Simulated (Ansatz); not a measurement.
Reaction (isomerisation): `[AlH2][SiH2][GeH3]` → `[SiH3][AlH][GeH3]`

Calculated with Ansatz (gas phase, PBE0-D4/def2-TZVP geometries, no zero-point term in ΔE). CCSD(T)/CBS is the MP2 limit (def2-TZVPP, def2-QZVPP) plus CCSD(T) − MP2 in def2-TZVPP, frozen cores. Functionals use def2-TZVPP. For Ge outer-core shells are correlated without core-valence functions, which leaves a few kJ/mol of doubt a bond. Scalar relativity is left out up to krypton.

```csv
level,ΔE (kJ/mol)
PBE-D4,-6.7
r2SCAN-D4,-6.3
B97M-V,5.5
PBE0,-7.5
RPA@PBE/def2-TZVPP,-6.4
HF/def2-TZVPP,-8.2
SCS-MP2/def2-TZVPP,-5.0
CCSD(T)/def2-TZVPP,-6.5
```

(1) What does CCSD(T)/CBS give? (Best estimate.)

Largest T1 diagnostic among the species: 0.013.

Results:

(1) Ansatz gave: -6.4 kJ/mol. The listed levels differ from it by -0.3, 0.1, 11.9, -1.1, 0.0, -1.8, 1.4, -0.1 kJ/mol.

Leaving LDA and LC-ωPBE aside and taking each functional with its dispersion term where it has one, the values, not all of them listed here, spread over 12.7 kJ/mol, from B2PLYP to B97M-V.
